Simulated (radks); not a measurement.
The numbers below are computed, except where a source is named.
Effect of the nuclear size on the rubidium ion Rb2+, [Ar] 3d10 4s2 4p5. Level of theory: Dirac Kohn-Sham, BLYP, spin-unpolarised, spherical densities, finite nucleus; open shells are shared between the two j in proportion to 2j + 1; Fermi nuclear charge, rms radius 4.2036 fm (a radial shooting solver on a logarithmic mesh with Libxc functionals). The rms radius is varied about that value; shifts are against it.

rms radius (fm)  total energy shift (eV)  density at nucleus (e/bohr^3)  1s1/2 shift (meV)  2s1/2 shift (meV)  3p1/2 shift (meV)  4s1/2 shift (meV)
3.4932                            -0.224                      5.583e+04              -95.0              -9.72              0.148             -0.201
3.8043                            -0.131                      5.543e+04              -55.4              -5.66              0.086             -0.117
4.2036                                 0                      5.496e+04              0.000              0.000              0.000              0.000
4.5609                             0.127                      5.459e+04               53.8               5.51             -0.084              0.114
5.0779                             0.327                      5.409e+04                139               14.2             -0.216              0.294

Slopes of the eigenvalues against <r^2> in GHz/fm^2, as finite differences over the two radii next to the reference (eigenvalue slopes, not the field-shift constants of lines): 1s1/2 4170, 2s1/2 427, 3p1/2 -6.50, 4s1/2 8.84.
